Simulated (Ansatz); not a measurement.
All numbers were calculated with Ansatz.

Basis-set series for `C#C[Si](F)(F)Cl`. The species carries charge 0 and has multiplicity 1. All single points use the PBE0-D4/def2-TZVP geometry.

```csv
functional,basis,functions,energy (Eh),HOMO (eV),LUMO (eV)
PBE0-D4,def2-SVP,97,-1025.30499,-9.07,-0.69
PBE0-D4,def2-TZVPP,222,-1025.91952,-9.12,-0.89
ωB97M-V,def2-SVP,97,-1025.75012,-11.30,1.52
ωB97M-V,def2-TZVPP,222,-1026.36979,-11.37,1.23
```

Question: Give the rows for def2-QZVPP. (An estimate is asked.)

Answer: The calculation gave: 
| functional | basis | functions | energy (Eh) | HOMO (eV) | LUMO (eV) |
| --- | --- | --- | --- | --- | --- |
| PBE0-D4 | def2-QZVPP | 398 | -1025.95852 | -9.14 | -0.94 |
| ωB97M-V | def2-QZVPP | 398 | -1026.40601 | -11.40 | 1.13 |

Positive LUMOs are unbound and depend on the basis.
